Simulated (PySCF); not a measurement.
## Nuclear quadrupole coupling in `CN=[P@]1(C)CC[Si@H](F)CC1`

Species: C₆H₁₅FNPSi.
Structure used (PBE0-D3(BJ)/def2-SVP), in Å, numbered top down from 1:
```
atom  x, y, z in Å
C1    -2.4032   -1.4836    0.5403
N2    -1.3760   -1.0229   -0.3490
P3    -0.6932    0.3852   -0.2627
C4    -1.7226    1.8813   -0.4769
C5     0.5625    0.4542   -1.5804
C6     1.5758   -0.6877   -1.4399
Si7    2.5006   -0.5799    0.1852
F8     3.3778   -1.9352    0.4158
C9     1.2527   -0.3905    1.5719
C10    0.2584    0.7416    1.2831
H11   -2.0963   -1.5421    1.6077
H12   -2.7079   -2.5066    0.2596
H13   -3.3333   -0.8757    0.5222
H14   -1.1139    2.7980   -0.4916
H15   -2.2790    1.7906   -1.4209
H16   -2.4473    1.9465    0.3482
H17    1.0438    1.4471   -1.5469
H18    0.0151    0.3877   -2.5348
H19    2.2767   -0.6942   -2.2904
H20    1.0245   -1.6429   -1.4522
H21    3.4630    0.5652    0.1803
H22    0.7059   -1.3458    1.6477
H23    1.7637   -0.2305    2.5355
H24   -0.4737    0.8489    2.1021
H25    0.7609    1.7201    1.1834
```

Field gradients from the PBE0/pcSseg-1 density (PySCF, non-relativistic), principal values in atomic units, ordered |Vxx| ≤ |Vyy| ≤ |Vzz|:

```
atom      Vxx      Vyy     Vzz
  N2  -0.2071  -0.6168  0.8239
```

Find the asymmetry η = (Vxx − Vyy)/Vzz and the couplings χ = eQV/h (234.96 MHz × Q in barn × V in au), with Q(14N) = 0.02044 b.

| atom | environment | nucleus | η | χzz (MHz) | χxx (MHz) | χyy (MHz) |
| --- | --- | --- | --- | --- | --- | --- |
| N2 | nitrogen bonded to C and P | 14N | 0.50 | 3.957 | -0.995 | -2.962 |

The tensor is traceless: Vxx + Vyy + Vzz = 0.

What is Vzz at N2 in SI units (1 au = 9.71736 × 10²¹ V/m²)?

0.8239 au = 8.006 × 10²¹ V/m².

And the gradient at the other heavy atoms, for which no coupling is worked out here?

```
atom                     environment  Vzz (au)     η
  C1                 N-methyl carbon     0.190  0.26
  P3  phosphorus bonded to 3 C and N    -0.411  0.25
  C4  sp3 carbon bound to phosphorus     0.027  0.34
  C5  sp3 carbon bound to phosphorus    -0.050  0.85
  C6     sp3 carbon bound to silicon     0.150  0.68
 Si7          fluorine-bound silicon     0.739  0.18
  F8          silicon-bound fluorine     1.298  0.00
  C9     sp3 carbon bound to silicon     0.135  0.85
 C10  sp3 carbon bound to phosphorus     0.050  0.77
```

Were the hydrogens deuterons (Q(2H) = 0.00286 b), χzz would run from 92 kHz (H21) to 198 kHz (H16, H15 and H14).

One conformer (not necessarily the lowest) at the PBE0-D3(BJ)/def2-SVP geometry, without solvent, vibrations or thermal averaging. The small basis limits the accuracy of the gradients.
